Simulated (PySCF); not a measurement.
Distorted geometries of [Pb(CCH)]+

[Pb(CCH)]+ (singlet). PySCF 2.14.0, RKS r2SCAN, Pb def2-SVP with ECP60, C def2-SVP, H def2-SVP; non-relativistic Hamiltonian with scalar-relativistic core potentials where named; density fitting; no spin-orbit coupling. Relaxed geometry:

```xyz
4

Pb    0.0000    0.0000   -0.1847
C     0.0000    0.0000    1.9843
C     0.0000    0.0000    3.2169
H     0.0000    0.0000    4.2989
```

Task: Order these distorted geometries by energy above the relaxed one, lowest first.
A.
```xyz
4

Pb    0.0538    0.0174   -0.2087
C    -0.0439   -0.1555    1.8228
C     0.2025    0.1595    3.2760
H    -0.2123   -0.0213    4.4253
```
B.
```xyz
4

Pb   -0.0092    0.0368   -0.2362
C     0.0346   -0.0111    1.9446
C     0.0325    0.0490    3.3194
H    -0.0580   -0.0748    4.2875
```
C.
```xyz
4

Pb   -0.1286    0.0913   -0.1931
C     0.0541   -0.0511    1.9705
C     0.1448   -0.1194    3.1341
H    -0.0704    0.0792    4.4039
```

Result: C (0.97 eV), B (1.03 eV), A (2.72 eV).

Task: Which forces (eV/Å) act in the one that lies 1.03 eV up?

Result: 
```
Pb    0.02   0.01   0.18
C     0.06   0.54   8.88
C     0.28  -0.11 -14.53
H    -0.36  -0.44   5.48
```
Forces carry noise of the integration grid, about 0.01 to 0.03 eV/Å.

No frequency check is given that shows the relaxed geometry to be a minimum.
